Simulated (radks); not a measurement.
The numbers below are computed, except where a source is named.
Task: The promethium ion Pm3+ is in [Xe] 4f(5/2: 4, 7/2: 0). Level of theory: Dirac Kohn-Sham, BLYP, spin-unpolarised, spherical densities, finite nucleus; Fermi nuclear charge, rms radius of each element as measured or else 0.836 A^(1/3) + 0.57 fm (a radial shooting solver on a logarithmic mesh with Libxc functionals). Sub-shells are occupied by j as written (lower j first in brackets). One electron is removed from 5p1/2, 5p3/2, 4f5/2, 5s1/2 in turn, with full relaxation. Which removal costs least, and what does each cost?

Result: 4f5/2 41.037 eV; 5p3/2 54.124 eV; 5p1/2 58.020 eV; 5s1/2 76.133 eV. The 4f5/2 electron leaves first.
